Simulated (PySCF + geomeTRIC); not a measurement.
A geometry relaxed with M06-2X/def2-TZVP run with PySCF + geomeTRIC, charge 0, multiplicity 1:

```xyz
14

B      1.9068     0.1376     0.6417
H      1.4913     0.4089     1.7246
H     -2.2524    -0.3854     0.8179
H     -2.1467     1.2998    -0.8735
H     -1.2350    -1.7742     0.4019
H      1.3342     0.1687    -1.4770
C     -1.2243    -0.7191     0.6890
C      0.9508    -0.2335    -0.5350
H      1.0800    -1.3268    -0.6298
H     -0.7142    -0.6574     1.6533
C     -0.5034     0.0936    -0.3458
H     -0.5744     1.6256    -1.7899
C     -1.1049     1.0546    -1.0375
H      3.0845     0.1177     0.4657
```

Q: Write the SMILES of this molecule.

A: `BCC(=C)C`
